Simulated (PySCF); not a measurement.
Si6F6: core ionisation energies

Compound: Si6F6 prismane, Si6F6.
Cartesian coordinates in Å at the PBE0-D3(BJ)/def2-SVP level; atoms count from 1:
```xyz
12
Si6F6 angstrom
Si    -0.760    1.545   -0.586
F     -1.506    2.909   -1.063
Si     0.405   -0.195   -1.770
F      0.767   -0.421   -3.339
Si     1.515    1.017   -0.010
F      2.878    1.903    0.007
Si     0.762   -0.572    1.577
F      1.477   -1.047    2.958
Si    -1.515   -0.047    1.002
F     -2.899   -0.026    1.856
Si    -0.352   -1.784   -0.184
F     -0.658   -3.366   -0.398
```

Level of theory: PySCF, delta-SCF UKS SCAN, pcX-2 on the ionised atom, pcseg-1 elsewhere, spin-free X2C. These are vertical core ionisation energies against the vacuum level, from separate self-consistent calculations with and without the core hole.

Q: What binding energy does each computed site have?

A: 
```csv
atom(s),environment,level,binding energy (eV),2p1/2 (eV),count
Si1 (×6),silicon bonded to F and 3 Si,Si 2p3/2,107.59,108.21,6
F2 (×6),fluorine bonded to Si,F 1s,692.26,–,6
Si1 (×6),silicon bonded to F and 3 Si,Si 1s,1847.40,–,6
```

Q: Express the binding energy of F 1s of F2 (atom 2) (×6) in atomic units and per mole.

A: 692.26 eV = 25.4401 Eh = 66793 kJ/mol.

Atoms equivalent by their bonding share one computed value, that of the first of them. Spin–orbit coupling isn't in the SCF: each 2p doublet comes from a relaxed spin-free hole plus a matrix of the shell (mean-field spin–orbit coupling and the ground-state 2p splitting), with 2p3/2 averaged over its two sublevels. 2p1/2 minus 2p3/2 (ligand field included): Si 0.63 eV. The structure is a single PBE0-D3(BJ)/def2-SVP conformer in the gas phase; no vibrational or solvent corrections.

On an Intel Xeon Platinum 8488C with 2 threads (shared host), this took 28 s wall, 71 s CPU and 0.98 GiB of memory at its peak.
